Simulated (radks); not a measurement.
Isoelectronic series with 10 electrons, all held in the configuration [Ne], which need not be the ground one along the series. Calculated with a radial shooting solver on a logarithmic mesh with Libxc functionals: non-relativistic Kohn-Sham, PBE, spin-polarised, spherical densities, point nucleus. Total energies (hartree) and mean radii <r> (bohr) (* marks an orbital that is empty in some or all of the ions):

ion    E (hartree)     3p*     3s*      2p      2s       1s
Ar8+    -506.14695   1.137   1.116  0.3704  0.4110  0.08616
K9+     -571.33630   1.039   1.028  0.3445  0.3847  0.08150
Ca10+   -640.52809  0.9563  0.9526  0.3220  0.3615  0.07732
Sc11+   -713.72191  0.8863  0.8880  0.3023  0.3409  0.07354
Ti12+   -790.91744  0.8261  0.8319  0.2849  0.3226  0.07012
V13+    -872.11441  0.7737  0.7826  0.2694  0.3061  0.06700
Cr14+   -957.31261  0.7277  0.7389  0.2556  0.2912  0.06414
Mn15+  -1046.51188  0.6870  0.6999  0.2430  0.2777  0.06152
Fe16+  -1139.71208  0.6506  0.6649  0.2317  0.2655  0.05910
Co17+  -1236.91308  0.6179  0.6332  0.2214  0.2542  0.05687
Ni18+  -1338.11480  0.5884  0.6045  0.2120  0.2439  0.05480
Cu19+  -1443.31714  0.5617  0.5783  0.2033  0.2343  0.05287
Zn20+  -1552.52004  0.5372  0.5543  0.1953  0.2255  0.05107
Ga21+  -1665.72344  0.5149  0.5322  0.1879  0.2173  0.04939
Ge22+  -1782.92729  0.4943  0.5119  0.1811  0.2097  0.04782
As23+  -1904.13154  0.4753  0.4930  0.1748  0.2027  0.04635
Se24+  -2029.33616  0.4578  0.4755  0.1688  0.1960  0.04496
